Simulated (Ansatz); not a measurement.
C2H8FNSi can be A, `CN([SiH3])CF`, or B, `CN[SiH](C)F`.

Isolated molecules relaxed with PBE0-D4/def2-TZVP in Ansatz; ΔE leaves out vibrations. CBS: MP2 limit from def2 TZ/QZ plus the TZ coupled-cluster correction, frozen cores. Functionals use def2-TZVPP. B3LYP here is the variant with VWN-RPA as its local correlation; programs differ in this. One conformer a species, not always the lowest.

A:

Z-matrix (Å, degrees):
```
C
N 1 1.452
H 1 1.095 2 109.9
H 1 1.095 2 112.7 3 120.8
H 1 1.092 2 110.0 3 -118.4
Si 2 1.733 1 119.3 3 151.0
C 2 1.401 1 115.6 3 -50.4
H 6 1.486 2 107.8 1 -52.3
H 6 1.490 2 114.3 1 67.2
H 6 1.484 2 106.9 1 -172.0
F 7 1.405 2 112.7 1 -72.9
H 7 1.095 2 110.9 1 45.0
H 7 1.092 2 110.7 1 168.2
```

B:

Z-matrix (Å, degrees):
```
C
N 1 1.448
H 1 1.096 2 113.1
H 1 1.092 2 109.8 3 -119.9
H 1 1.094 2 111.2 3 121.9
Si 2 1.699 1 126.6 3 95.8
H 2 1.008 1 113.5 3 -65.3
F 6 1.611 2 113.3 1 -74.3
C 6 1.854 2 111.6 1 45.0
H 6 1.483 2 106.4 1 170.1
H 9 1.093 6 110.0 2 178.4
H 9 1.092 6 111.0 2 58.4
H 9 1.093 6 111.5 2 -62.5
```

Task: Which is lower in electronic energy at CCSD(T)/CBS, and by how much? (An estimate is asked.)

Result: Computed: B, by 286.0 kJ/mol.

Task: Give E(B) − E(A) in kJ/mol with B2PLYP, B3LYP-D4, CCSD(T)/def2-TZVPP, HF/def2-TZVPP, PBE-D4, MP2/def2-TZVPP, ωB97M-V. (Best estimate.)

Result: Computed: B2PLYP -280.1, B3LYP-D4 -273.6, CCSD(T)/def2-TZVPP -277.3, HF/def2-TZVPP -279.1, PBE-D4 -264.7, MP2/def2-TZVPP -288.0, ωB97M-V -279.8. None reverses the order clearly.

Largest T1 diagnostic: 0.011.

From PBE to PBE0 (25 % exact exchange), in def2-TZVPP and without D4, E(B) − E(A) moves by −8.1 kJ/mol.
